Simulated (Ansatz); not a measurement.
Species: CBr2 (charge 0, singlet). SMILES: Br[C]Br
Coordinates optimised at B3LYP-D3(BJ)/def2-TZVP (Ansatz, an electronic-structure program):
```
C
Br 1 1.8989
Br 1 1.8989 2 110.45
```

Computed values are from Ansatz. Cores are frozen in the correlated levels unless marked. UHF or UKS for open shells. No spin-orbit coupling. The frozen core is the preceding noble-gas configuration, with the filled d and f shells of earlier blocks. Non-relativistic. CBS(X,Y): correlation extrapolated as X^-3; Hartree-Fock from the larger set. [CCSD(T)-MP2]/basis is that difference in the basis named.

atomisation energy De: 620.5 kJ/mol at CCSD(T)/CBS(cc-pVTZ,cc-pVQZ)
vertical ionisation energy (to the doublet): 9.71 eV at RI-MP2/CBS(aug-cc-pVTZ,aug-cc-pVQZ)+[CCSD(T)-MP2]/aug-cc-pVTZ
vertical electron affinity (to the doublet; negative means unbound): 1.73 eV at RI-MP2/CBS(aug-cc-pVTZ,aug-cc-pVQZ)+[CCSD(T)-MP2]/aug-cc-pVTZ
vertical triplet-singlet gap: 1.04 eV at RI-MP2/CBS(aug-cc-pVTZ,aug-cc-pVQZ)+[CCSD(T)-MP2]/aug-cc-pVTZ
total energy: -5183.2937 Eh at CCSD(T)/CBS(cc-pVTZ,cc-pVQZ)
dipole moment: 1.04 D at CCSD(T)/aug-cc-pVDZ

The Hartree-Fock reference is unstable (checked in the largest basis), which strains HF and MP2. The T1 diagnostic of CCSD in the largest basis is 0.025, which is high, so the coupled-cluster rows are less sure than usual.
